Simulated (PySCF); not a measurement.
**Correlation energy of F⁺ (fluorine, charge +1)**

[He] 2s2 2p4, high-spin 3P determinant. All numbers are calculated (PySCF 2.14, no relativity, point nucleus, in dyall-av3z (15s9p3d2f, 71 functions)). Frozen: 1s2; 6 electrons correlated; the 14 highest virtual orbitals of each spin left out.

| level | correlation energy (mhartree) |
| --- | --- |
| CCSD | -166.36 |
| (T) | -2.36 |
| CCSD(T) | -168.72 |

Diagnostics: T1 = 0.0042, D1 = 0.0084, largest double amplitude 0.023.

Cost of the coupled-cluster step: roughly 4 core-seconds, for 6 correlated electrons.

Iterations:

```
CC2 = 0
CCSD nocc = (np.int64(4), np.int64(2)), nmo = (56, 56)
frozen orbitals [[0, 57, 58, 59, 60, 61, 62, 63, 64, 65, 66, 67, 68, 69, 70], [0, 57, 58, 59, 60, 61, 62, 63, 64, 65, 66, 67, 68, 69, 70]]
max_cycle = 100
direct = 0
conv_tol = 1e-08
conv_tol_normt = 1e-06
diis_space = 8
diis_start_cycle = 0
Init t2, MP2 energy = -0.15123752443321
Init E_corr(UCCSD) = -0.151237524434877
cycle = 1  E_corr(UCCSD) = -0.163336830687976  dE = -0.0120993063  norm(t1,t2) = 0.0211953
cycle = 2  E_corr(UCCSD) = -0.165505264199557  dE = -0.00216843351  norm(t1,t2) = 0.00685972
cycle = 3  E_corr(UCCSD) = -0.166396748862276  dE = -0.000891484663  norm(t1,t2) = 0.00295113
cycle = 4  E_corr(UCCSD) = -0.166352887529202  dE = 4.38613331e-05  norm(t1,t2) = 0.000691124
cycle = 5  E_corr(UCCSD) = -0.166357608042816  dE = -4.72051361e-06  norm(t1,t2) = 0.000174282
cycle = 6  E_corr(UCCSD) = -0.166361932443738  dE = -4.32440092e-06  norm(t1,t2) = 4.71524e-05
cycle = 7  E_corr(UCCSD) = -0.166361321646539  dE = 6.10797199e-07  norm(t1,t2) = 1.03721e-05
cycle = 8  E_corr(UCCSD) = -0.16636125817259  dE = 6.34739485e-08  norm(t1,t2) = 2.31721e-06
cycle = 9  E_corr(UCCSD) = -0.166361279427669  dE = -2.12550781e-08  norm(t1,t2) = 5.85874e-07
cycle = 10  E_corr(UCCSD) = -0.166361281181561  dE = -1.75389211e-09  norm(t1,t2) = 1.17372e-07
UCCSD converged
E(UCCSD) = -99.00711660010592  E_corr = -0.1663612811815607
UCCSD(T) correction = -0.00236091234013829
```
